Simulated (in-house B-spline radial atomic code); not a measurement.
A fraction x of an electron is removed from 2s in F⁵⁺, starting from [He] 2s2 and keeping the highest spin. Level of theory: scalar-relativistic (X2C) LDA PW92, spin-polarised, spherical fractional occupations, Fermi nucleus of rms radius 2.8976 fm; calculated with a B-spline radial code for spherical atoms.

```
   x  E(x) - E(0) (eV)  2s down level (eV)
   0            0.0000            -143.558
0.04            5.7619            -144.538
0.16           23.2822            -147.462
0.32           47.1846            -151.305
0.49           73.2462            -155.279
 0.5           74.8001            -155.508
0.62           93.6237            -158.199
0.71          107.9490            -160.128
0.78          119.2084            -161.555
0.96          148.5824            -164.553
   1          155.1650                   -
```

The exact functional would give a straight line between the two integer points. Deviations E(x) - E(0) - x[E(1) - E(0)], in eV: -0.445 at x = 0.04, -1.544 at x = 0.16, -2.468 at x = 0.32, -2.785 at x = 0.49, -2.782 at x = 0.5, -2.579 at x = 0.62, -2.218 at x = 0.71, -1.82 at x = 0.78, -0.376 at x = 0.96.

The curve lies below the straight line by up to 2.785 eV (at x = 0.49): convex, the delocalisation error that favours fractional charges.

Q: How well does Slater's transition state (minus the level at half occupation) give the ionisation energy?

A: It gives 155.508 eV against 155.165 eV from the two total energies; NIST lists 157.16 eV, ground level to ground level.
